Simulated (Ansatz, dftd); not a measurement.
System: C₂H₆Mg, charge 0, singlet. C2H6Mg (SMILES [CH3][Mg][CH3]).
B3LYP-D3(BJ)/def2-TZVP minimum from Ansatz (a quantum-chemistry and plane-wave program):
```xyz
9

Mg     0.0000     0.0000     0.0000
C      1.6122     0.2408    -1.3132
H      2.3583    -0.5500    -1.1895
H      2.1256     1.1941    -1.1555
H      1.2910     0.2184    -2.3590
C     -1.6122    -0.2408     1.3132
H     -2.1921    -1.1399     1.0838
H     -2.3028     0.6068     1.2681
H     -1.2801    -0.3294     2.3521
```

Quantity: atomisation energy (electronic, to ground-state atoms), in kcal/mol. Radicals and triplets start from unrestricted determinants; spin-orbit coupling is neglected. Cores are frozen in correlated methods. No relativity. CBS(X,Y): correlation extrapolated as X^-3, Hartree-Fock from the larger set. A bracket is a step between two methods taken in the basis named. Where a partner has so few electrons that a lower coupled-cluster level is exact, that level stands in.

```tsv
level	program	atomisation energy (kcal/mol)	difference against the last row
HF/def2-QZVPP	Ansatz	535.9	-172.1
PBE-D4/def2-TZVPD	Ansatz + dftd4	713.9	5.9
r2SCAN-D4/def2-TZVPD	Ansatz + dftd4	710.6	2.6
r2SCANh/def2-TZVPD	Ansatz	707.4	-0.6
CCSD/def2-SVP	Ansatz	666.7	-41.3
CCSD(T)/def2-SVP	Ansatz	671.7	-36.3
CCSD(T)/CBS(def2-TZVPP,def2-QZVPP)	Ansatz	707.5	-0.5
CCSDT(Q)/def2-SVP	Ansatz	672.2	-35.8
CCSD(T)/CBS(def2-TZVPP,def2-QZVPP) + [CCSDT(Q) - CCSD(T)]/def2-SVP	Ansatz	708.0	0.0
```
